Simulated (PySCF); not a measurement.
A PySCF script (with the pyscf-properties extension) for the NMR shieldings of SMILES C#C/C(C)=C\C=C/B(F)F, C$_{7}$H$_{7}$BF$_{2}$, on a GFN2-xTB geometry:

```python
import basis_set_exchange as bse
import numpy as np
from pyscf import gto, dft
from pyscf.prop import nmr

atoms = """
C    -2.509826    2.017719    0.436654
C    -1.899273    1.020169    0.157773
C    -1.235463   -0.175613   -0.191695
C    -2.120508   -1.277254   -0.683559
C     0.105646   -0.308994   -0.090392
C     0.973058    0.727684    0.375428
C     2.318328    0.634953    0.481801
B     3.219876   -0.561142    0.136855
F     2.819801   -1.731452   -0.343089
F     4.534037   -0.497087    0.303051
H    -3.027087    2.895927    0.686204
H    -2.831840   -1.560219    0.092423
H    -1.533332   -2.147978   -0.962558
H    -2.695225   -0.939861   -1.545962
H     0.555769   -1.247374   -0.375233
H     0.482326    1.652768    0.657832
H     2.836716    1.509785    0.854557
"""
names = dict.fromkeys(["C", "B", "F", "H"], "pcSseg-1")
basis = {el: gto.basis.parse(bse.get_basis(n, elements=[el], fmt="nwchem")) for el, n in names.items()}
mol = gto.M(atom=atoms, basis=basis, charge=0, verbose=0)
mf = dft.RKS(mol, xc="PBE0")
mf.grids.level = 2
mf.grids.alignment = dft.numint.BLKSIZE   # the property module wants whole blocks of grid points
mf.conv_tol = 1e-9
mf.kernel()

calc = nmr.RKS(mf)   # GIAO
C = mf.mo_coeff
Co = C[:, mf.mo_occ > 0]
resp = mf.gen_response(singlet=True, hermi=2)
def vind(x):   # induced exchange potential for any number of trial vectors
    d = np.einsum("pi,xij,qj->xpq", C, 2 * x.reshape(-1, C.shape[1], Co.shape[1]), Co, optimize=True)
    return np.einsum("xpq,pi,qj->xij", resp(d - d.transpose(0, 2, 1)), C, Co, optimize=True).ravel()
mo1, _ = nmr.rhf.solve_mo1(calc, with_cphf=vind)
sigma = calc.kernel(mo1)
for i, s in enumerate(sigma):   # ppm
    print("%2d %-2s %9.2f" % (i, mol.atom_pure_symbol(i), np.trace(s) / 3))
```

**Question.** What are the results?

**Answer.** 
```
 0 C      86.53
 1 C     101.02
 2 C      49.69
 3 C     159.09
 4 C      41.34
 5 C      21.23
 6 C      66.36
 7 B      77.10
 8 F     259.46
 9 F     248.04
10 H      28.29
11 H      29.42
12 H      29.70
13 H      29.44
14 H      24.07
15 H      23.64
16 H      26.06
```

These numbers come from an equivalent density-fitted implementation of the same equations, which agrees with the script to about 0.01 ppm for H and up to a few tenths of a ppm for heavy atoms, so last digits may differ.

Size and cost of the density-fitted run: 205 basis functions, 44 s wall time on 1 thread of an Arm Neoverse V1, shared host; peak memory 0.91 GiB.
